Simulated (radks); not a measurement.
Question: The gold ion Au3+, 76 electrons, occupied as [Xe] 4f14 5d8 (the NIST ground configuration). All-electron calculation, scalar-relativistic Kohn-Sham, BLYP, spin-polarised, spherical densities, finite nucleus; open shells are filled with parallel spins first (spin-orbit coupling, left out, can overturn this in heavy ions); Fermi nuclear charge, rms radius 5.4371 fm. Program: a radial shooting solver on a logarithmic mesh with Libxc functionals. Some entries of the table are withheld. Estimate them.

orbital  occ.  eigenvalue (hartree)  r(max) (bohr)
1s down     1             -2968.826        0.01042
1s up       1             -2968.826        0.01042
2s up       1             -524.9727        0.06018
2s down     1             -524.9668        0.06018
2p up       3             -454.1964        0.04981
2p down     3             -454.1916        0.04981
3s up       1             -124.9272         0.1697
3s down     1             -124.9250         0.1697
3p up       3             -104.3884         0.1690
3p down     3             -104.3859         0.1690
3d up       5             -82.40277         0.1376
3d down     5             -82.39846         0.1376
4s up       1             -28.15674         0.3827
4s down     1             -28.15082         0.3827
4p up       3             -21.41871         0.4027
4p down     3             -21.41317         0.4028
4d up       5             -13.31804         0.4102
4d down     5             -13.31165         0.4103
5s up       1              -5.32810         0.8476
5s down     1              -5.28930         0.8461
4f up       7              -4.32502         0.3753
4f down     7              -4.31605         0.3753
5p up       3              -3.53246            (1)
5p down     3              -3.48533            (2)
5d up       5              -1.51139          1.186
5d down     3              -1.46077          1.184

Answer: 
(1) 5p up r(max) (bohr): 0.9509
(2) 5p down r(max) (bohr): 0.9488
